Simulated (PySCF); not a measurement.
Coordinates in bohr (charge 0 multiplicity 1):
```
Rh    0.0000   -0.8070   -0.1290
Cl   -0.0017    0.2019    3.8775
Cl    3.2891    1.1008   -1.7451
Cl   -3.2874    1.1012   -1.7481
```

Method: PySCF, PBE0, basis Rh def2-SVP with ECP28, Cl def2-SVP (scalar-relativistic core potentials, no spin–orbit coupling, density fitting).

This geometry of RhCl₃ is a stationary point at this level.

(1) What is the point group?

(2) Is it a minimum?

(3) List the harmonic modes with their infrared intensities.

(4) What are the dipole moment and the gap between the highest occupied and lowest empty levels?

## Answers

(1) C3v.

(2) Yes: all harmonic wavenumbers are real.

(3) 
```tsv
symmetry	ω (cm⁻¹)	IR (km/mol, summed over degenerate members)
e	92	3.7
a1	98	5.5
a1	400	8.6
e	425	60.4
```

(4) 1.98 D and 3.33 eV.

Other isomers or separated fragments may lie lower. At this level a triplet minimum of C2v symmetry lies 16 kJ/mol below this structure.
